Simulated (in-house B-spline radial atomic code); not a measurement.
A run on an ion of nuclear charge 63 with 63.5 electrons that did not converge. Method: scalar-relativistic (X2C) B97-1, spin-polarised, spherical fractional occupations, Fermi nucleus of rms radius 5.1115 fm; computed with a B-spline radial code for spherical atoms.

Command:
```bash
python run_scf.py task.json out
```
Settings (nuclear radius in fm, mass in u):
```
Z                63
configuration    [Xe] 4f7.5 6s2
hamiltonian      x2c
method           b97_1
spin_polarised   True
nucleus          fermi
rms_radius       5.1115
atomic_mass      152.92124
speed_of_light   137.035999084
```

First and last ten iterations of the last attempt (damped for 15 steps, keeping 80 % of the old Fock matrix, then DIIS):
```
 iter        energy (Eh)    residual
    1      -10814.556917    6.24e-01
    2      -10813.875056    1.02e+00
    3      -10828.658358    6.56e-01
    4      -10836.458176    3.88e-01
    5      -10840.301674    2.47e-01
    6      -10842.058976    1.60e-01
    7      -10842.806878    9.77e-02
    8      -10843.112186    6.22e-02
    9      -10843.242044    4.22e-02
   10      -10843.439352    3.92e-02
  111      -10843.485245    9.02e-05
  112      -10843.485245    7.68e-05
  113      -10843.485245    5.62e-05
  114      -10843.485245    5.12e-05
  115      -10843.485245    5.30e-05
  116      -10843.485245    4.57e-05
  117      -10843.485245    6.07e-05
  118      -10843.485245    5.80e-05
  119      -10843.485245    6.25e-05
  120      -10843.485245    8.04e-05
 not converged after 120 iterations
```

The smallest residual met was 2.3e-05; the threshold is about 6e-07. Over the last five steps the energy moves by less than 8e-08 hartree, but the orbitals didn't meet the threshold. The likely cause: this method binds the added charge weakly or not at all at the basis-set limit, so charge moves back and forth between the atom and the box. Run time, properties included: 5.4 s on 1 thread of Arm Neoverse V1, on a shared host.
